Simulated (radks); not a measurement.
All-electron atom: the molybdenum ion Mo17+ in [Ar] 3d7.

Calculated with a radial shooting solver on a logarithmic mesh with Libxc functionals: Dirac Kohn-Sham, PBE, spin-unpolarised, spherical densities, finite nucleus; open shells are shared between the two j in proportion to 2j + 1; Fermi nuclear charge, rms radius 4.4091 fm.

Energy parts (eV):
part                       energy
total                 -106534.263
kinetic                110597.331
electron-nucleus      -244714.891
Hartree                 30502.743
exchange-correlation    -2919.446

Orbitals (lengths in bohr, moments of r in powers of bohr; <r^-3> diverges for s and p1/2):
orbital  occ.  eigenvalue (eV)      <r^4>  <r^-3>  small-component weight
1s1/2       2        -20323.41  7.207e-06       -                2.35e-02
2s1/2       2        -3300.989   0.001316       -                4.83e-03
2p1/2       2        -3079.218  0.0008724       -                4.83e-03
2p3/2       4        -2972.216  0.0009756    2407                4.68e-03
3s1/2       2        -929.7091    0.05704       -                1.40e-03
3p1/2       2        -845.9072    0.05610       -                1.35e-03
3p3/2       4        -826.3404    0.06088   446.6                1.32e-03
3d3/2     2.8        -682.1460    0.05186   67.96                1.22e-03
3d5/2     4.2        -678.2019    0.05314   64.90                1.20e-03

The highest occupied level is 3d5/2 at -678.20 eV. The electron density at the nucleus is 9.078e+04 e/bohr^3. The density falls to 0.001 e/bohr^3 at r = 1.26 bohr.
